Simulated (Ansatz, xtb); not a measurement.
# Two structures of H2InSSi+

Structure X: a singlet given by its coordinates. Structure Y: a singlet given by its coordinates. Both are gas-phase species (loosely bound parts included), relaxed with B3LYP-D3(BJ)/def2-SVP.

X (Å):

```xyz
5

In    2.3199    2.5049   -1.3514
S    -1.3495   -0.6350   -0.8860
Si    0.2757    0.4116   -0.0741
H     0.1978   -0.1256    1.3282
H    -1.2666   -0.1409   -2.1471
```

Close contacts (Å): In1–Si3 3.19, S2–Si3 2.10, S2–H5 1.36, Si3–H4 1.50.

Y (Å):

```xyz
5

In    2.9458    2.0834    0.2489
S    -0.5551   -0.5677    1.2457
Si    0.8943   -0.3005   -0.2553
H    -1.2343   -1.6235    0.7289
H     0.5817   -1.3751   -1.2613
```

Close contacts (Å): In1–Si3 3.19, S2–Si3 2.10, S2–H4 1.36, Si3–H5 1.50.

Task: Estimate which is lower in electronic energy at CCSD(T)/def2-TZVPP, and by roughly how much.

Result: Too close to call at this level: CCSD(T)/def2-TZVPP gives E(Y) − E(X) = +3.80 kJ/mol.

Level by level:

```csv
level,geometry,E(Y) − E(X) (kJ/mol),departure from the last row (kJ/mol),"job, with rough time for the two"
B3LYP-D3(BJ)/def2-SVP,B3LYP-D3(BJ)/def2-SVP,+2.28,−1.52,"optimisation, 88 s"
HF/def2-TZVPP,B3LYP-D3(BJ)/def2-SVP,+3.18,−0.62,part of the CCSD(T) run
MP2/def2-TZVPP,B3LYP-D3(BJ)/def2-SVP,+4.35,+0.55,part of the CCSD(T) run
CCSD(T)/def2-TZVPP,B3LYP-D3(BJ)/def2-SVP,+3.80,,"single point, 91 s"
```

The largest departure from CCSD(T)/def2-TZVPP is that of B3LYP-D3(BJ)/def2-SVP, 1.52 kJ/mol. Levels run at GFN2-xTB geometries aren't shown.

With harmonic frequencies from B3LYP-D3(BJ)/def2-SVP (ideal gas, rigid rotor, one conformer each, 298.15 K, 1 atm): on the last row, ΔE + ΔZPE = +3.05 kJ/mol. A mode under 50 cm⁻¹ makes harmonic enthalpies and free energies unreliable, so none is given.

The correlated steps freeze 14 core orbitals; the filled d shell of In is correlated, in a basis made for valence electrons. Atoms past krypton carry core potentials in the def2 sets and no spin–orbit term is included. Run with Ansatz 0.2.0; the last row on 1 thread of Intel(R) Xeon(R) Platinum 8259CL CPU @ 2.50GHz (Skylake/Cascade Lake) on a shared host.
